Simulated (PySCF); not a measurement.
Work out the structure from these simulated measurements.

Formula: C6H6P2.

| Quantity | Value |
| --- | --- |
| 13C NMR | chemical shifts (computed TMS as zero) by class: 159.2 (1 C), 137.3 (1 C), 135.0 (2 C), 134.0 (2 C) ppm [GIAO PBE0/pcSseg-1] |
| Polarisability | 125.1 au [CAM-B3LYP/def2-SVPD] |
| NMR, other nuclei | isotropic shieldings of nuclei other than C and H, by class: -309 (1 P), -144 (1 P) ppm [GIAO PBE0/pcSseg-1] |
| Triplet | lowest triplet excitation (Tamm–Dancoff): 1.94 eV [TDA CAM-B3LYP/def2-SVPD] |
| UV, first state | lowest singlet excitation: 3.40 eV (365 nm, f = 0.043) [TDDFT CAM-B3LYP/def2-SVPD] |
| Rotational structure | rotational constants A, B, C: 3.782, 0.839, 0.707 GHz [PBE0-D3(BJ)/def2-SVP] |
| Dipole | 2.52 D [CAM-B3LYP/def2-SVPD] |

Gas-phase values; electronic properties from PySCF, density fitting. Levels stand in brackets. The structure is a single PBE0-D3(BJ)/def2-SVP conformer in the gas phase; no vibrational or solvent corrections. Each NMR value is the plain mean over a class of atoms that symmetry, rotation or inversion makes alike.

Question: Propose a structure and show how it fits.

Answer: Numbering: `[H]/[P:1]=[P:2]\[c:3]1[cH:4][cH:5][cH:6][cH:7][cH:8]1`. 6 carbons fall into 4 classes; from least to most shielded: substituted aromatic carbon [C3] (159.2 ppm), aromatic CH carbon [C6] (137.3 ppm), aromatic CH carbon [C4/C8] (135.0 ppm, 2 C, up to 4.4 ppm apart in this geometry), aromatic CH carbon [C5/C7] (134.0 ppm, 2 C). The other shieldings belong to: -309 ppm, phosphorus bonded to C and P [P2]; -144 ppm, phosphorus bonded to P and H [P1]. The optimised geometry has point group C1 and is an asymmetric top. Structure: `[H]/P=P\c1ccccc1`. The assignments are read from this structure; whether some other isomer fits the data as well wasn't checked.

Conformer computed: `[H]/[P:1]=[P:2]\[c:3]1[cH:4][cH:5][cH:6][cH:7][cH:8]1`: P1–P2–C3–C4 34°.
